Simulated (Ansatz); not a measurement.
Consider the redistribution: `OB(Cl)O[SiH3]` + `N[SiH](F)Br` → `[SiH3]OBCl` + `N[Si](O)(F)Br`.

Calculated with Ansatz (gas phase, PBE0-D4/def2-TZVP geometries, no zero-point term in ΔE). CCSD(T)/CBS adds triple-zeta CCSD(T) − MP2 to the extrapolated MP2 energy (def2 sets, frozen cores). This one scheme is used for every species. Functionals use def2-TZVPP. B3LYP here is the variant with VWN-RPA as its local correlation; programs differ in this. For Br outer-core shells are correlated without core-valence functions, which leaves a few kJ/mol of doubt a bond. Scalar relativity is left out up to krypton. Each species was taken in one conformer, which may not be the lowest.

```json
{"level": "BLYP-D4", "ΔE (eV)": "0.15"}
{"level": "B3LYP-D4", "ΔE (eV)": "0.15"}
```

Question: What does CCSD(T)/CBS give? (An estimate is asked.)

Answer: The calculation gave: +0.11 eV. The listed levels differ from it by 0.04, 0.04 eV.

Question: What do rigid-rotor, harmonic-oscillator terms from PBE0-D4/def2-TZVP frequencies (298.15 K, 1 bar) make of the CCSD(T)/CBS value? (An estimate is asked.)

Answer: Ansatz gave: ΔZPE = 0.00 eV, ΔH = +0.11 eV, ΔS = -6 J/(mol·K), ΔG = +0.13 eV.

Largest T1 diagnostic among the species: 0.012.

At CCSD(T), def2-SVP lies +0.32 eV from the extrapolated value and def2-TZVPP +0.02 eV. The D4 term adds −0.04 eV with B3LYP and −0.02 eV with PBE0; it sums over pairs of atoms, weighted by their polarisabilities, and B3LYP, whose exchange is more repulsive, gets the larger term. In def2-TZVPP, CCSD(T) changes the Hartree–Fock value by −0.04 eV (the triples alone add −0.01 eV) and MP2 by −0.05 eV.
